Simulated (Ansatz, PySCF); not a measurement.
Bond stretch in H3B, SMILES B. The B1–H4 bond (B1 also carries H, H; H4 carries nothing else) is stretched with both fragments frozen at the PBE0/def2-TZVP optimised geometry.

Levels: RHF/def2-SVP (Ansatz, a program for electronic structure); UKS-PBE = unrestricted PBE/def2-SVP run with Ansatz; RKS-M06-2X/6-31G* = restricted M06-2X/6-31G*, spherical d (PySCF).

Total energies in hartree (comparable only within one method and basis):

```
R / Å        RHF    UKS-PBE  RKS-M06-2X/6-31G*
-----  ---------  ---------  -----------------
0.89   -26.29328  -26.44075          -26.51125
0.97   -26.33423  -26.48141          -26.55067
1.00   -26.34461  -26.49183          -26.56057
1.08   -26.36250  -26.51019          -26.57737
1.12   -26.36721  -26.51530          -26.58165
1.16   -26.36973  -26.51830          -26.58381
1.19   -26.37042  -26.51939          -26.58428
1.22   -26.37023  -26.51964          -26.58390
1.25   -26.36928  -26.51915          -26.58280
1.31   -26.36549  -26.51637          -26.57881
1.39   -26.35749  -26.50984          -26.57076
1.49   -26.34442  -26.49874          -26.55787
1.59   -26.32939  -26.48580          -26.54329
1.77   -26.30047  -26.46092          -26.51567
1.95   -26.27173  -26.43653          -26.48861
2.14   -26.24322  -26.41290          -26.46200
2.39   -26.20955  -26.38605          -26.43086
2.63   -26.18143  -26.36866          -26.40524
2.93   -26.15148  -26.35790          -26.37858
3.17   -26.13116  -26.35382          -26.36099
3.62   -26.10022  -26.35083          -26.33516
4.18   -26.07195  -26.34986          -26.31395
```

The restricted form behind RHF, RKS-M06-2X/6-31G* keeps the bonding electrons paired and can't separate into open-shell fragments. The unrestricted determinant behind UKS-PBE is spin-contaminated at 2.63 to 4.18 Å (<S²> up to 1.0, against 0.00 for a pure singlet).
